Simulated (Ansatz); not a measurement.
Coupled-cluster diagnostics for InCl2(NH2) (InNCl2H2), Ansatz.

Geometry of the singlet (PBE0-D4/def2-SVP):

Cartesian coordinates in Å:
```
In 0.468 -0.173 0.561
Cl 0.947 -2.387 1.125
Cl 1.557 1.474 1.805
N -0.961 0.290 -0.780
H -0.878 1.206 -1.213
H -1.133 -0.410 -1.498
```

In the def2 sets In takes a core potential; there is no spin–orbit coupling. Correlated methods freeze 15 core orbitals; core or outer-core shells of In are correlated, in sets that lack core-valence functions.

**Question.** Estimate the CCSD(T) correlation energy, the shares of MP2 and (T), T1 and the reference's ⟨S²⟩ for: charge 0, singlet, own geometry in def2-TZVPP; and the rough time on 4 threads of Arm Neoverse V2 on a shared host.

**Answer.** 
| state | basis | correlation (eV) | MP2 share (%) | (T) share (%) | T1 | ⟨S²⟩ (pure) | wall time |
| --- | --- | --- | --- | --- | --- | --- | --- |
| charge 0, singlet, own geometry | def2-TZVPP | -25.389 | 93.0 | 3.8 | 0.014 | 0.00 (0.00) | 59 s |
Customary marks for T1 are 0.02 (closed shells), 0.045 (open shells) and about 0.05 (3d metals). T1 stays under 0.02 throughout.
